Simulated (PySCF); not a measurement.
Isomers of CH3BO. Isolated molecules, 0 K electronic values unless said otherwise. One relaxed conformer stands for each flexible species; it need not be the lowest. Strings in code marks are SMILES.

Quantity: vertical ionisation energy (energy after one electron is removed minus that of the parent at the parent's geometry), in eV.

A: `C=BO` (C–B–O–H torsion 180°)
B: `B1CO1`
C: `CB=O`
D: `BC=O` (H–B–C–O torsion 86°)
E: `[H]/B=C/O` (B–C–O–H torsion 0°)

**Question.** Rank these by vertical ionisation energy (energy after one electron is removed minus that of the parent at the parent's geometry) (lowest first), as PBE-D3(BJ)/def2-TZVP // B3LYP-D3(BJ)/def2-TZVP (PySCF) gives it.

**Answer.** E (8.28 eV), A (8.60 eV), D (9.97 eV), B (10.90 eV), C (12.41 eV)
